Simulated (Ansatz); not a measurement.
Two isomers of BH6NSn: A = `N[BH][SnH3]`, B = `[BH2][SnH2][NH2]`.

Isolated molecules relaxed with PBE0-D4/def2-TZVP in Ansatz; ΔE leaves out vibrations. CCSD(T)/CBS adds triple-zeta CCSD(T) − MP2 to the extrapolated MP2 energy (def2 sets, frozen cores). DFT in def2-TZVPP. B3LYP here is the variant with VWN-RPA as its local correlation; programs differ in this. Elements past krypton have def2 core potentials. For Sn outer-core shells are correlated without core-valence functions, which leaves a few kJ/mol of doubt a bond. One conformer a species, not always the lowest.

Q: Which is lower in electronic energy at CCSD(T)/CBS, and by how much? (An estimate is asked.)

A: Computed: A, by 38.6 kcal/mol.

Q: Give E(B) − E(A) in kcal/mol with PBE-D4, CCSD(T)/def2-TZVPP, CCSD/def2-TZVPP, HF/def2-TZVPP, LDA (SPW92), r2SCAN-D4, B3LYP. (Best estimate.)

A: Computed: PBE-D4 42.3, CCSD(T)/def2-TZVPP 39.6, CCSD/def2-TZVPP 39.1, HF/def2-TZVPP 36.9, LDA (SPW92) 47.6, r2SCAN-D4 41.4, B3LYP 40.8. None reverses the order clearly.

Q: Does the order hold for the free energy at 298.15 K (harmonic terms from PBE0-D4)? (Best estimate.)

A: Computed: Yes: G(B) − G(A) = +36.9 kcal/mol, for one conformer each.

Largest T1 diagnostic: 0.014.

In def2-TZVPP, CCSD(T) changes the Hartree–Fock value by +2.7 kcal/mol (the triples alone add +0.4 kcal/mol) and MP2 by +2.6 kcal/mol. Leaving LDA and LC-ωPBE aside and taking each functional with its dispersion term where it has one, the values, not all of them listed here, spread over 2.6 kcal/mol, from ωB97X-V to PBE-D4. LDA lies +5.3 kcal/mol from PBE without D4.
